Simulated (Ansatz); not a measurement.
## Worked example: Al(CH3)2(SeH) → Al(CH3)(SeH) + CH3

Species: Al(CH3)2(SeH), singlet; Al(CH3)(SeH), doublet; CH3 (methyl radical) `[CH3]`, doublet. 

Shapes, held fixed at every level: PBE0-D4/def2-TZVP. Flexible molecules stand in one conformer, not always the lowest. Programs: Ansatz 0.2.0. Electronic energies: no zero-point or thermal term.

At CCSD(T)/def2-TZVPP; 1 Eh = 2625.50 kJ/mol:

| species | energy (Eh) |
| --- | --- |
| Al(CH3)2(SeH) | -2722.459333 |
| Al(CH3)(SeH) | -2682.564745 |
| CH3 | -39.761719 |

Question: Work out ΔE of the reaction at this level.

Answer: 
1. Products less reactants: (-2682.564745) + (-39.761719) − [(-2722.459333)] = 0.132869 Eh = +348.8 kJ/mol.

Other levels give +327.8 (r2SCAN-D4/def2-TZVPP) to +362.1 kJ/mol (wB97X-V/def2-TZVPP). No measured value is set beside it here. Open shells run unrestricted unless RO is named. Relativity is left out for Se unless named. Correlated rows may include outer-core shells of Se, which these sets cover unevenly.
